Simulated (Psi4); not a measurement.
Two rigid molecules brought together: H4OSi ··· O2S (SMILES O[SiH3] and O=S=O). Monomers: optimised at B3LYP-D3(BJ) (def2-TZVP), held rigid. Orientation: a higher rigid-body minimum at GFN2-xTB. R is the distance of the centres of mass, along which the second monomer moves.

Geometry at R = 3.21 Å (first 6 atoms: monomer A):
```
9

Si    -0.3992    -0.0145     0.0183
O      1.1399     0.5796    -0.0769
H     -0.6089    -0.7929     1.2644
H     -0.7173    -0.8961    -1.1325
H     -1.2875     1.1640     0.0078
H      1.8729    -0.0401    -0.0811
O      3.4953     0.8323     1.2115
S      2.4529     1.7989     1.4321
O      1.6177     1.6662     2.5959
```

Calculation: SAPT0/jun-cc-pVDZ, frozen core in Psi4.

Components in kcal/mol:

| R / Å | electrostatics | exchange | induction | dispersion | total |
|---|---|---|---|---|---|
| 2.98 | -46.61 | 82.62 | -24.31 | -9.38 | 2.33 |
| 3.21 | -25.33 | 39.36 | -10.99 | -5.78 | -2.73 |
| 3.45 | -14.15 | 17.88 | -4.92 | -3.58 | -4.77 |
| 3.61 | -9.96 | 10.49 | -2.95 | -2.64 | -5.05 |
| 3.94 | -5.30 | 3.43 | -1.08 | -1.45 | -4.40 |
| 4.23 | -3.36 | 1.26 | -0.48 | -0.88 | -3.47 |
| 4.71 | -1.85 | 0.23 | -0.15 | -0.42 | -2.18 |
| 5.39 | -0.97 | 0.02 | -0.04 | -0.17 | -1.15 |
| 6.42 | -0.45 | 0.00 | -0.01 | -0.05 | -0.51 |
| 7.74 | -0.21 | 0.00 | 0.00 | -0.02 | -0.23 |
